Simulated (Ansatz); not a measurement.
The first iterations of a band of GeH$_{2}$S$_{2}$ (5 atoms, charge 0, multiplicity 1).

Method: Ansatz, RKS PBE-D4/def2-TZVP.

```
movable images  : 7
climbing image  : yes
spring          : 5.0 eV/Å²
optimiser       : quadratic models (default)
start path      : IDPP
force threshold : 0.05 eV/Å
iteration limit : 60
end points      : relaxed
```

Image 0:

```xyz
5
Properties=species:S:1:pos:R:3
S -1.610 -0.539 -0.560
Ge -0.670 1.440 0.037
S 1.465 0.863 0.553
H -0.555 -1.369 -0.380
H 1.419 -0.468 0.308
```

Image 8:

```xyz
5
Properties=species:S:1:pos:R:3
S -0.659 -1.162 -0.375
Ge -0.684 1.069 -0.003
S 1.495 1.266 0.592
H -1.968 -1.213 -0.722
H 1.865 -0.033 0.467
```

| iteration | highest image above the first end (eV) | largest band force component (eV/Å) |
| --- | --- | --- |
| 1 | 1.383 | 2.401 |
| 2 | 0.984 | 1.261 |
| 3 | 0.643 | 0.849 |

Q: Does the band converge within its limit, and where does its top end?

A: The forces met the threshold. It ended after 9 iterations with the highest image 0.282 eV above the first end. A vibrational analysis at the climbing image gives one clearly imaginary mode, 347i cm⁻¹: a first-order saddle point.

Time of the run: 2 min on 2 threads of Arm Neoverse V1, with other jobs on the host, peak memory 0.17 GiB.
